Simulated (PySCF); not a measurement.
# Relaxation of singlet LuH₂⁺

Level of theory: PBE0 in PySCF with Lu def2-TZVP with ECP28, H def2-TZVP; scalar-relativistic core potentials, no spin–orbit coupling; density-fitted integrals. A (50,194) grid was used.

A start displaced from a saddle point along its imaginary mode, of C2v symmetry, held to at least that symmetry:

```xyz
3
charge 1 multiplicity 1, angstrom
Lu   -0.0014   -0.0002    0.0000
H     0.1193    0.0134    1.9594
H     0.1193    0.0134   -1.9594
```

Optimiser trace:
```json
{"step": "0", "E − E(last) (kJ/mol)": "107.04", "largest gradient (Eh/bohr)": "0.01112"}
{"step": "1", "E − E(last) (kJ/mol)": "99.55", "largest gradient (Eh/bohr)": "0.01771"}
{"step": "2", "E − E(last) (kJ/mol)": "83.21", "largest gradient (Eh/bohr)": "0.02082"}
{"step": "3", "E − E(last) (kJ/mol)": "62.53", "largest gradient (Eh/bohr)": "0.01613"}
{"step": "4", "E − E(last) (kJ/mol)": "36.09", "largest gradient (Eh/bohr)": "0.02570"}
{"step": "5", "E − E(last) (kJ/mol)": "24.87", "largest gradient (Eh/bohr)": "0.02151"}
{"step": "6", "E − E(last) (kJ/mol)": "3.02", "largest gradient (Eh/bohr)": "0.00873"}
{"step": "7", "E − E(last) (kJ/mol)": "0.39", "largest gradient (Eh/bohr)": "0.00561"}
{"step": "8", "E − E(last) (kJ/mol)": "0.00", "largest gradient (Eh/bohr)": "0.00048"}
{"step": "9", "E − E(last) (kJ/mol)": "0.00", "largest gradient (Eh/bohr)": "0.00000"}
```

It ends at C2v with Lu–H 1.847 Å (×2); H–Lu–H 104.8°. A frequency run shows a minimum. Other isomers or separated fragments may lie lower.

The relaxation took roughly 70 core-seconds on a shared host.
